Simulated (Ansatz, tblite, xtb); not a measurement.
SiHTeCl3 (SMILES Cl[Si](Cl)(Cl)[TeH]): methods side by side

SiHTeCl3 has 6 atoms, charge 0, and is taken as a singlet. As SMILES, `Cl[Si](Cl)(Cl)[TeH]`. Geometry: relaxed at PBE0-D4/def2-TZVP.

| atom | x (Å) | y (Å) | z (Å) |
| --- | --- | --- | --- |
| Cl | -0.7154 | -1.0457 | 1.7527 |
| Si | 0.2511 | -0.4797 | 0.0524 |
| Cl | 2.1917 | -1.0883 | 0.1599 |
| Cl | -0.6578 | -1.4375 | -1.4974 |
| Te | 0.3150 | 1.9702 | -0.2414 |
| H | -1.3425 | 2.0168 | -0.2724 |

Each level gives the dipole moment (D). The values are calculated.

```json
{"level": "IPEA1-xTB", "kind": "semi-empirical", "program": "tblite", "value (D)": "1.91"}
{"level": "GFN2-xTB", "kind": "semi-empirical", "program": "tblite", "value (D)": "0.27"}
{"level": "GFN1-xTB", "kind": "semi-empirical", "program": "tblite", "value (D)": "1.57"}
{"level": "GFN0-xTB", "kind": "semi-empirical", "program": "xtb", "value (D)": "0.92"}
{"level": "HF/STO-3G", "kind": "Hartree–Fock", "program": "Ansatz", "value (D)": "2.48"}
{"level": "HF/3-21G", "kind": "Hartree–Fock", "program": "Ansatz", "value (D)": "2.93"}
{"level": "HF/def2-SVP (core potential)", "kind": "Hartree–Fock", "program": "Ansatz", "value (D)": "1.31"}
{"level": "r2SCAN/def2-TZVP (core potential)", "kind": "meta-GGA", "program": "Ansatz", "value (D)": "1.17"}
{"level": "B3LYP/STO-3G", "kind": "global hybrid", "program": "Ansatz", "value (D)": "2.20"}
{"level": "PBE0/def2-SVP (core potential)", "kind": "global hybrid", "program": "Ansatz", "value (D)": "1.25"}
```

All-electron rows without a relativistic Hamiltonian named are non-relativistic, while core potentials hold scalar relativity, so basis and relativity change together. The values span 0.27 to 2.93 D. Magnitudes only: a small dipole may point the other way at some levels. Sets without polarisation functions give poor dipoles. Without the sets that lack polarisation functions the rows with a basis span only 1.17 to 1.31 D.
